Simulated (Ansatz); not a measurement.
Compare A (`C=[C](F)[GeH2][CH3]`) with its isomer B (`C=[CH][GeH2][CH2]F`).

Calculated with Ansatz (gas phase, PBE0-D4/def2-TZVP geometries, no zero-point term in ΔE). CBS: MP2 limit from def2 TZ/QZ plus the TZ coupled-cluster correction, frozen cores. Functionals use def2-TZVPP. B3LYP here is the variant with VWN-RPA as its local correlation; programs differ in this. For Ge outer-core shells are correlated without core-valence functions, which leaves a few kJ/mol of doubt a bond. Scalar relativity is left out up to krypton. One conformer a species, not always the lowest.

Q: Which isomer does CCSD(T)/CBS put lower? Give the gap. (Estimate.)

A: Computed: A, by 9.2 kcal/mol.

Q: Give E(B) − E(A) in kcal/mol with PBE-D4, PBE0-D4, r2SCAN-D4, CCSD(T)/def2-TZVPP, MP2/def2-TZVPP, B3LYP-D4, ωB97M-V. (Best estimate.)

A: Ansatz gave: PBE-D4 10.7, PBE0-D4 10.4, r2SCAN-D4 11.2, CCSD(T)/def2-TZVPP 9.4, MP2/def2-TZVPP 9.9, B3LYP-D4 9.5, ωB97M-V 10.1. None reverses the order clearly.

Largest T1 diagnostic: 0.012.

In def2-TZVPP, CCSD(T) changes the Hartree–Fock value by +1.8 kcal/mol (the triples alone add +0.4 kcal/mol) and MP2 by +2.3 kcal/mol.
